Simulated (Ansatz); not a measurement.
Species: sum formula Si$_{2}$H$_{2}$F$_{3}$ (charge 0, doublet). It need not be the lowest isomer of its formula. 
Geometry from a B3LYP-D3(BJ)/def2-TZVP (Ansatz, a program for electronic structure) optimisation:
```xyz
7

F     -2.1421     0.8886    -0.6285
Si    -1.3849    -0.2534     0.2115
Si     0.9378    -0.0862    -0.3517
F      1.6664    -1.3699     0.2880
F      1.5649     1.1872     0.4003
H     -1.8907    -1.5723    -0.2244
H     -1.6536    -0.0265     1.6496
```
Charge 0, spin multiplicity 2.

Basis-set convergence of Hartree-Fock and MP2 correlation energies (hartree) with Ansatz. Valence correlation only, unless marked. UHF or UKS for open shells. No spin-orbit coupling. No relativistic terms.

```
basis        functions       E(HF)  E(corr, MP2)
-----------  ---------  ----------  ------------
cc-pV(D+d)Z         98  -877.49707      -0.72629
cc-pV(T+d)Z        196  -877.65088      -0.96241
cc-pV(Q+d)Z        353  -877.68846      -1.05143
```

Extrapolating the two largest sets (X = 3 and 4) as X^-3: E(corr) = (64·(-1.05143) - 27·(-0.96241))/37 = -1.1164 Eh, an estimate of the basis-set limit. The largest set recovers 94.2 % of it, the smallest 65.1 %.
